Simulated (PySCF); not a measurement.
## Continuum solvent and chemical shifts

Bonds (- single, = double, # triple, : aromatic): C1-O2, O2-B3, B3-O4, O4-C5, B3-B6, B6-O7, O7-C8, B6-O9, O9-C10. C1 carries H11, H12, H13; C5 carries H14, H15, H16; C8 carries H17, H18, H19; C10 carries H20, H21, H22.

GIAO PBE0/pcSseg-1 in PySCF on one PBE0-D3(BJ)/def2-SVP conformer, non-relativistic, equivalent nuclei averaged. Solvents enter as an IEF-PCM continuum (chloroform with ε = 4.7, acetonitrile with ε = 35.7) around the gas-phase geometry. Shifts are referred to TMS, BF3·OEt2 computed in the same medium.

In chloroform, δ in ppm: C1/C5/C8/C10 53.4, B3/B6 26.3, H11/H12/H13/H14/H15/H16/H17/H18/H19/H20/H21/H22 3.86. Dipole moment 3.47 D.

(1) How does each δ change in the more polar medium?

(2) Which nuclei move most (in ppm), and what does the model miss?

Results:

(1) 
```json
{"atoms": "C1/C5/C8/C10", "environment": "methyl carbon bonded to O", "Δδ, acetonitrile": "+0.4"}
{"atoms": "B3/B6", "environment": "boron bonded to B, 2 O", "Δδ, acetonitrile": "+0.2"}
{"atoms": "H11/H12/H13/H14/H15/H16/H17/H18/H19/H20/H21/H22", "environment": "hydrogen on a methyl carbon bonded to O", "Δδ, acetonitrile": "+0.04"}
```

Changes are relative to chloroform. The dipole moment becomes 3.69 D in acetonitrile.

(2) C1/C5/C8/C10 (methyl carbon bonded to O, +0.4 ppm) in acetonitrile. A continuum only polarises the solute; specific hydrogen bonds, the anisotropy of aromatic solvents and changes of geometry or conformer are outside it.
